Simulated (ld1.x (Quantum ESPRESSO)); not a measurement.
# u(r) = r·R(r): atom against pseudo-atom (O)

Columns: radius, all-electron u(r) and pseudo u(r) of the 2s shell (level -39.76 eV) of oxygen in the configuration [He] 2s2 2p3; BP86, scalar-relativistic, ultrasoft scheme, ld1.x (Quantum ESPRESSO) 7.5.

| r (bohr) | all-electron | pseudo |
| --- | --- | --- |
| 0.115 | 0.4358 | -0.2520 |
| 0.230 | 0.1577 | -0.4846 |
| 0.345 | -0.2400 | -0.6818 |
| 0.460 | -0.5741 | -0.8331 |
| 0.575 | -0.8039 | -0.9350 |
| 0.690 | -0.9350 | -0.9899 |
| 0.805 | -0.9880 | -1.0047 |
| 0.920 | -0.9851 | -0.9874 |
| 1.035 | -0.9452 | -0.9452 |
| 1.150 | -0.8830 | -0.8830 |
| 1.265 | -0.8088 | -0.8088 |
| 1.380 | -0.7299 | -0.7299 |
| 1.495 | -0.6511 | -0.6511 |
| 1.610 | -0.5754 | -0.5754 |
| 1.725 | -0.5047 | -0.5047 |
| 1.840 | -0.4399 | -0.4399 |
| 1.955 | -0.3814 | -0.3814 |
| 2.070 | -0.3292 | -0.3292 |
| 2.185 | -0.2829 | -0.2829 |
| 2.300 | -0.2423 | -0.2423 |
| 2.415 | -0.2070 | -0.2070 |
| 2.530 | -0.1763 | -0.1763 |
| 2.645 | -0.1497 | -0.1497 |
| 2.760 | -0.1270 | -0.1270 |
| 2.875 | -0.1074 | -0.1074 |
| 2.990 | -0.0907 | -0.0907 |

Question: How many radial nodes do the two functions have?

Answer: The all-electron 2s function has n − l − 1 = 1; the pseudo-wave has 0, since the states of the same l below it are removed with the core.

Question: At about which radius was the pseudo-wave matched?

Answer: 1.05 bohr, where the columns begin to agree (steps of 0.12 bohr).

Question: Is the pseudo-wave norm-conserving?

Answer: No, it belongs to an ultrasoft set: the norm inside the radius is not constrained, and the difference is carried by the augmentation charge.
